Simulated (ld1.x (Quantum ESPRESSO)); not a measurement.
Which change was made? (C, TM)

* Element: C
* Generator: ld1.x (Quantum ESPRESSO) 7.5
* Type: norm-conserving Troullier–Martins (Kleinman–Bylander form)
* Functional: LDA (PZ)
* Relativity: non-relativistic
* Frozen core: [He]
* Valence charge: 4
* Reference configuration: 2s2 2p1 (charge +1)
* Partial waves: 2s (bound): rc 0.80 bohr; 2p (bound): rc 2.50 bohr
* Local potential: all-electron potential smoothed inside 1.00 bohr (lloc = -1)
* Core correction: Bessel-smoothed model core, default radius (core density twice the valence density)

Cutoffs, loose and tight: the cutoffs (Ry, on a coarse ladder) from which the occupation-weighted sum of valence levels, in a spherical-Bessel basis at the reference potential, stays within 10 and 1 mRy of its value at 400 Ry. They do not see the model core or the augmentation charge, which bear on the density cutoff. Test errors are all-electron minus pseudo excitation energies from the reference, over the configurations 2s2 2p2; 2s2 2p0; 2s1 2p0; 2s2 2p2.3; 2s1 2p2; 2s2 2p1.5; 2s0 2p4 (two spin-polarised tests are not counted in the largest error); variants that change the core or the reference have their own tests. The largest error is taken over the tests solved by every variant that gives reliable tests at all, those not shown here included: 2s1 2p0; 2s1 2p2; 2s2 2p0; 2s2 2p1.5; 2s2 2p2; 2s2 2p2.3.

The base gives: outcome: generated; cutoff, loose: 100 Ry; cutoff, tight: 230 Ry; bound ghosts: none; largest test error (meV): +631.

Task: After one change the result is: outcome: generated; cutoff, loose: 100 Ry; cutoff, tight: 230 Ry; bound ghosts: none; largest test error (meV): +1055. Which change was it?
A. wave 2p (bound): rc 2.50 bohr becomes 2p (bound): rc 3.50 bohr
B. wave 2p (bound): rc 2.50 bohr becomes 2p (bound): rc 2.98 bohr
C. wave 2p (bound): rc 2.50 bohr becomes 2p (bound): rc 2.16 bohr
D. wave 2p (bound): rc 2.50 bohr becomes 2p (bound): rc 1.90 bohr
E. wave 2p (bound): rc 2.50 bohr becomes 2p (bound): rc 1.68 bohr

Result: B. The others give: wave 2p (bound): rc 2.50 bohr becomes 2p (bound): rc 3.50 bohr → outcome: generated; cutoff, loose: 100 Ry; cutoff, tight: 230 Ry; bound ghosts: none; largest test error (meV): +1667 | wave 2p (bound): rc 2.50 bohr becomes 2p (bound): rc 2.16 bohr → outcome: generated; cutoff, loose: 100 Ry; cutoff, tight: 230 Ry; bound ghosts: none; largest test error (meV): +395 | wave 2p (bound): rc 2.50 bohr becomes 2p (bound): rc 1.68 bohr → outcome: generated; cutoff, loose: 100 Ry; cutoff, tight: 230 Ry; bound ghosts: none; largest test error (meV): +182 | wave 2p (bound): rc 2.50 bohr becomes 2p (bound): rc 1.90 bohr → outcome: generated; cutoff, loose: 100 Ry; cutoff, tight: 230 Ry; bound ghosts: none; largest test error (meV): +266.
